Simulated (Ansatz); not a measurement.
```yaml
crystal:
  periodic: [false, false, false]
  atoms:
    - {symbol: O, position_ang: [2.334486, 0.136161, -0.857573]}
    - {symbol: Si, position_ang: [1.490191, -0.609559, -0.656752]}
    - {symbol: O, position_ang: [0.889940, -1.293736, -2.223777]}
    - {symbol: O, position_ang: [1.183263, -1.505753, 0.564299]}
    - {symbol: O, position_ang: [-0.103173, 0.380938, -0.483899]}
    - {symbol: Ti, position_ang: [-0.980205, 0.753889, 0.570204]}
    - {symbol: O, position_ang: [-0.789897, 2.368420, 1.551586]}
    - {symbol: O, position_ang: [-1.343536, -0.994097, 1.509128]}
    - {symbol: O, position_ang: [-2.895265, 0.673778, -0.246827]}
    - {symbol: H, position_ang: [3.051920, 0.747381, -1.725619]}
    - {symbol: H, position_ang: [1.404239, -2.307283, -2.445689]}
    - {symbol: H, position_ang: [0.516276, -1.579112, 1.170555]}
    - {symbol: H, position_ang: [-0.126108, 2.955783, 1.831503]}
    - {symbol: H, position_ang: [-1.699865, -1.353423, 1.521385]}
    - {symbol: H, position_ang: [-3.384908, 1.614390, -0.291956]}
basis:
  gaussian: {orbitals: cc-pVTZ, fitting: {mean_field: cc-pVTZ-jkfit}}
hamiltonian: {xc: {name: B2PLYP}}
output: {forces: true}
```

```sh
$ ansatz run in.yaml --threads 4 --pin off --events-out ev --progress --plain --max-ram 41984MiB --backend cuda --devices 0, --max-vram 37GiB
```

(1) How does Ansatz answer? (Best estimate.)

## Answers

(1) The calculation gave: The program refused the input.
```
Functional definition: B2PLYP
Error: <dir> the basis set cc-pVTZ-JKFIT has no functions for Ti
```
